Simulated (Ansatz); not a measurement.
Relaxation of the cluster H₄Au₃ with UKS PBE-D4/def2-TZVP.

```sh
$ ansatz run in.yaml --threads 4 --pin off --events-out ev --progress --plain --max-ram 3916MiB
```

```yaml
crystal:
  periodic: [false, false, false]
  atoms:
    - {symbol: Au, position_ang: [0.890170, -0.052180, -0.267040]}
    - {symbol: Au, position_ang: [0.262420, 1.957180, 1.277490]}
    - {symbol: Au, position_ang: [-0.697500, -1.933270, -1.144730]}
    - {symbol: H, position_ang: [-2.067950, -2.535520, -1.398300]}
    - {symbol: H, position_ang: [-0.671950, 2.698410, 2.217170]}
    - {symbol: H, position_ang: [1.421480, 1.349240, 0.301340]}
    - {symbol: H, position_ang: [0.863330, -1.483870, -0.985930]}
basis:
  gaussian: {orbitals: def2-TZVP}
magnetization: {spin_polarized: true, initial_magnetization: 1}
hamiltonian: {xc: pbe, dispersion: d4}
scf: {lower_state_search: "off"}
output: {orbitals: {seedname: orbitals}}
relax: {f_tol: 0.02, max_steps: 100}
```

Run time 34 s (4 threads of Arm Neoverse V2 on a shared host).

Positions (Å) and forces (eV/Å) at steps 1, 2, 3, 4, 6, 7, 9, 10, 11, 13, 14, 15, 16, 18 of 18:

```xyz
7
step=1 energy=-11148.8033 eV
Au    0.890   -0.052   -0.267    0.468   -0.035   -0.139
Au    0.262    1.957    1.277   -0.637    0.348    0.480
Au   -0.698   -1.933   -1.145   -0.830   -0.243   -0.041
H    -2.068   -2.536   -1.398   -1.533   -0.778   -0.365
H    -0.672    2.698    2.217   -0.986    0.922    1.121
H     1.421    1.349    0.301    1.807    0.758   -0.527
H     0.863   -1.484   -0.986    1.711   -0.971   -0.530
7
step=2 energy=-11149.4465 eV
Au    1.031   -0.062   -0.308   -0.288    0.023    0.082
Au    0.222    2.048    1.346   -0.081   -0.074    0.034
Au   -0.779   -2.013   -1.179   -0.079    0.079    0.018
H    -2.206   -2.661   -1.468    0.009    0.023    0.017
H    -0.734    2.835    2.349   -0.005   -0.022   -0.020
H     1.527    1.447    0.304    0.195   -0.040   -0.145
H     0.940   -1.593   -1.044    0.249    0.009    0.014
7
step=3 energy=-11149.4648 eV
Au    0.993   -0.059   -0.298    0.070   -0.006   -0.015
Au    0.216    2.016    1.335   -0.018    0.027    0.006
Au   -0.774   -1.983   -1.167   -0.021   -0.022    0.000
H    -2.208   -2.622   -1.446    0.004    0.038    0.005
H    -0.752    2.798    2.332   -0.002   -0.039   -0.003
H     1.550    1.447    0.274   -0.025   -0.002   -0.022
H     0.976   -1.598   -1.030   -0.008    0.005    0.029
7
step=4 energy=-11149.4808 eV
Au    1.053   -0.063   -0.315   -0.003    0.003   -0.002
Au    0.203    1.981    1.286   -0.012   -0.007   -0.005
Au   -0.753   -1.948   -1.122   -0.006    0.007    0.014
H    -2.230   -2.438   -1.448   -0.024   -0.010   -0.028
H    -0.788    2.619    2.352   -0.004    0.012    0.034
H     1.498    1.539    0.104    0.003   -0.089   -0.061
H     1.017   -1.689   -0.858    0.047    0.084    0.048
7
step=6 energy=-11149.5073 eV
Au    0.938   -0.056   -0.280   -0.051    0.003    0.008
Au    0.230    2.040    1.289    0.009    0.113    0.100
Au   -0.738   -2.008   -1.139   -0.059   -0.116   -0.074
H    -2.125   -2.488   -1.785    0.190    0.092    0.082
H    -0.511    2.645    2.576    0.100   -0.106   -0.174
H     1.247    1.629   -0.189   -0.090   -0.094    0.065
H     0.959   -1.761   -0.472   -0.099    0.109   -0.006
7
step=7 energy=-11149.5121 eV
Au    0.867   -0.051   -0.262    0.020   -0.007    0.007
Au    0.279    2.090    1.304   -0.124   -0.010    0.077
Au   -0.713   -2.067   -1.169   -0.143    0.040   -0.021
H    -2.081   -2.505   -1.893    0.301    0.046    0.099
H    -0.416    2.656    2.639    0.197   -0.082   -0.234
H     1.146    1.646   -0.270   -0.105   -0.114    0.123
H     0.919   -1.769   -0.349   -0.146    0.127   -0.050
7
step=9 energy=-11149.5624 eV
Au    0.675   -0.040   -0.203   -0.031   -0.001    0.017
Au    0.312    2.154    1.322    0.030    0.018    0.044
Au   -0.702   -2.132   -1.204   -0.003   -0.016   -0.061
H    -1.859   -2.637   -2.183    0.105    0.039    0.077
H    -0.057    2.752    2.757    0.042   -0.050   -0.117
H     0.884    1.651   -0.356   -0.061   -0.017    0.057
H     0.747   -1.748   -0.133   -0.082    0.028   -0.018
7
step=10 energy=-11149.5812 eV
Au    0.544   -0.033   -0.161    0.046   -0.001   -0.026
Au    0.380    2.192    1.337   -0.093    0.052    0.106
Au   -0.657   -2.173   -1.256   -0.125   -0.043   -0.009
H    -1.734   -2.699   -2.318    0.183    0.063    0.078
H     0.129    2.795    2.800    0.103   -0.082   -0.188
H     0.711    1.648   -0.396   -0.035    0.053    0.083
H     0.627   -1.729   -0.006   -0.078   -0.043   -0.044
7
step=11 energy=-11149.5906 eV
Au    0.474   -0.027   -0.151   -0.177   -0.002    0.099
Au    0.369    2.218    1.327    0.079    0.033    0.189
Au   -0.668   -2.213   -1.226   -0.031    0.030   -0.265
H    -1.589   -2.715   -2.449    0.185    0.079    0.299
H     0.317    2.798    2.828    0.002   -0.123   -0.321
H     0.570    1.656   -0.425   -0.009    0.021    0.047
H     0.527   -1.716    0.098   -0.050   -0.038   -0.048
7
step=13 energy=-11149.6418 eV
Au    0.186   -0.010   -0.057   -0.015   -0.001    0.006
Au    0.469    2.250    1.332    0.005   -0.018   -0.068
Au   -0.588   -2.243   -1.296    0.042    0.017    0.053
H    -1.246   -2.791   -2.632   -0.009   -0.005   -0.037
H     0.714    2.820    2.793    0.013    0.003    0.032
H     0.236    1.665   -0.401   -0.014    0.001    0.023
H     0.229   -1.691    0.261   -0.022    0.003   -0.009
7
step=14 energy=-11149.6451 eV
Au    0.057   -0.003   -0.016   -0.006    0.000   -0.005
Au    0.512    2.272    1.310   -0.003   -0.092    0.023
Au   -0.542   -2.268   -1.303   -0.004    0.079   -0.007
H    -1.070   -2.787   -2.716    0.056    0.030    0.128
H     0.906    2.795    2.766   -0.030   -0.026   -0.146
H     0.059    1.665   -0.394    0.021    0.023    0.094
H     0.079   -1.674    0.352   -0.034   -0.014   -0.086
7
step=15 energy=-11149.6485 eV
Au    0.063   -0.003   -0.023   -0.012   -0.005    0.024
Au    0.513    2.246    1.323   -0.001    0.071   -0.009
Au   -0.547   -2.251   -1.309   -0.001   -0.032   -0.004
H    -1.074   -2.803   -2.706    0.025    0.031    0.048
H     0.898    2.818    2.759   -0.009   -0.055   -0.057
H     0.068    1.669   -0.379    0.018    0.010    0.056
H     0.079   -1.675    0.335   -0.019   -0.021   -0.059
7
step=16 energy=-11149.6506 eV
Au    0.039   -0.002   -0.012   -0.003    0.000    0.000
Au    0.517    2.256    1.314   -0.002   -0.001   -0.003
Au   -0.540   -2.254   -1.307    0.002    0.000    0.003
H    -1.041   -2.800   -2.713    0.003    0.002    0.000
H     0.929    2.806    2.747    0.004   -0.002   -0.002
H     0.044    1.672   -0.367   -0.002   -0.005    0.003
H     0.052   -1.678    0.339   -0.003    0.005   -0.001
7
step=18 energy=-11149.6509 eV
Au   -0.003    0.000    0.004    0.007    0.005   -0.019
Au    0.531    2.257    1.308   -0.007   -0.008    0.013
Au   -0.526   -2.254   -1.312   -0.007   -0.014    0.007
H    -0.982   -2.803   -2.732    0.005    0.010    0.005
H     0.988    2.802    2.730    0.001    0.001   -0.009
H    -0.008    1.673   -0.353    0.002    0.001    0.005
H     0.000   -1.675    0.356   -0.001    0.005   -0.001
```

In the def2 sets Au takes a core potential; there is no spin–orbit coupling. The relaxation made no stability test and no search for a lower SCF solution. No other spin state of charge 0 was run. The structure comes from a short search, and lower isomers may exist.
